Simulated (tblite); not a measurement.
C₅H₈SSi.
Numbering: `[SiH3:1][CH2:2][c:3]1[cH:4][cH:5][s:6][cH:7]1` (hydrogens: H8, H9, H10 on Si1; H11, H12 on C2; H13 on C4; H14 on C5; H15 on C7)

Computed with GFN2-xTB (tblite), gas phase: Langevin dynamics at 400 K from the optimised GFN2-xTB geometry, time step 0.5 fs, friction 0.01 fs⁻¹, 2000 steps. The instantaneous temperature is 2·E(kin)/(3Nk) with all 3N coordinates.

| t (fs) | T (K) | E(pot) above start (eV) | Si1–C2 (Å) | C2–C3 (Å) | C3–C4 (Å) | C4–C5 (Å) | C5–S6 (Å) | Si1–H8 (Å) | Si1–C2–C3–C4 (°) |
| --- | --- | --- | --- | --- | --- | --- | --- | --- | --- |
| 0 | 319 | 0.000 | 1.912 | 1.487 | 1.422 | 1.354 | 1.720 | 1.464 | -78 |
| 50 | 206 | 0.392 | 1.888 | 1.487 | 1.438 | 1.358 | 1.716 | 1.456 | -77 |
| 100 | 265 | 0.491 | 1.887 | 1.477 | 1.403 | 1.368 | 1.719 | 1.419 | -74 |
| 150 | 304 | 0.487 | 1.887 | 1.501 | 1.467 | 1.352 | 1.699 | 1.463 | -80 |
| 200 | 299 | 0.553 | 2.000 | 1.437 | 1.423 | 1.320 | 1.766 | 1.473 | -68 |
| 250 | 312 | 0.599 | 1.923 | 1.524 | 1.403 | 1.328 | 1.739 | 1.456 | -63 |
| 300 | 332 | 0.426 | 1.951 | 1.513 | 1.406 | 1.345 | 1.707 | 1.458 | -61 |
| 350 | 404 | 0.366 | 1.956 | 1.486 | 1.422 | 1.372 | 1.762 | 1.468 | -59 |
| 400 | 283 | 0.741 | 1.934 | 1.465 | 1.423 | 1.360 | 1.766 | 1.465 | -59 |
| 450 | 392 | 0.416 | 1.937 | 1.456 | 1.438 | 1.389 | 1.740 | 1.491 | -34 |
| 500 | 322 | 0.610 | 1.959 | 1.459 | 1.432 | 1.363 | 1.683 | 1.434 | -39 |
| 550 | 410 | 0.727 | 1.882 | 1.546 | 1.485 | 1.328 | 1.737 | 1.455 | -43 |
| 600 | 401 | 0.976 | 1.923 | 1.503 | 1.424 | 1.367 | 1.706 | 1.449 | -53 |
| 650 | 468 | 0.602 | 1.890 | 1.482 | 1.471 | 1.367 | 1.705 | 1.474 | -63 |
| 700 | 477 | 0.794 | 1.982 | 1.471 | 1.412 | 1.366 | 1.754 | 1.533 | -67 |
| 750 | 592 | 0.554 | 1.909 | 1.539 | 1.438 | 1.371 | 1.721 | 1.466 | -51 |
| 800 | 504 | 0.543 | 1.876 | 1.504 | 1.372 | 1.352 | 1.636 | 1.440 | -60 |
| 850 | 308 | 0.906 | 1.805 | 1.512 | 1.422 | 1.314 | 1.778 | 1.512 | -59 |
| 900 | 342 | 0.577 | 1.855 | 1.613 | 1.433 | 1.346 | 1.761 | 1.459 | -64 |
| 950 | 360 | 0.722 | 1.934 | 1.473 | 1.348 | 1.331 | 1.728 | 1.450 | -63 |
| 1000 | 330 | 0.851 | 1.873 | 1.546 | 1.406 | 1.358 | 1.690 | 1.485 | -70 |

**Question.** From 500 fs on, how do temperature and potential energy compare with equipartition?

**Answer.** The mean temperature of these 11 frames is 410 K against the target 400 K, and the mean potential energy 0.71 eV against 39 × kT/2 = 0.67 eV for 39 classical harmonic modes. For 15 atoms in a canonical ensemble the temperature itself scatters by T·√(2/(3N)) = 84 K; here its standard deviation is 86 K. The whole run lasts only 10 friction times of 100 fs, so these averages carry a wide statistical error.

**Question.** What are the kinetic and total energies of the listed frame with the highest potential energy?

**Answer.** The one at 600 fs, 0.976 eV above the start. Its kinetic energy is 3NkT/2 = 0.777 eV at 401 K, so the sum is 1.75 eV; over the listed frames the sum runs from 0.62 to 1.75 eV, since the thermostat adds and removes energy.

**Question.** How much do the listed bonds fluctuate from 500 fs on?

**Answer.** 
```
  bond  at the start (Å)  mean (Å)  standard deviation (Å)
Si1–C2             1.912     1.899                   0.047
 C2–C3             1.487     1.513                   0.043
 C3–C4             1.422     1.422                   0.037
 C4–C5             1.354     1.351                   0.018
 C5–S6             1.720     1.718                   0.038
Si1–H8             1.464     1.469                   0.029
```

The motion is classical and holds no zero-point motion.

The cost below is that of the whole dynamics run. Time: 14 s of wall time; peak memory 0.18 GiB. Hardware: an Arm Neoverse V1 with one thread (shared host).
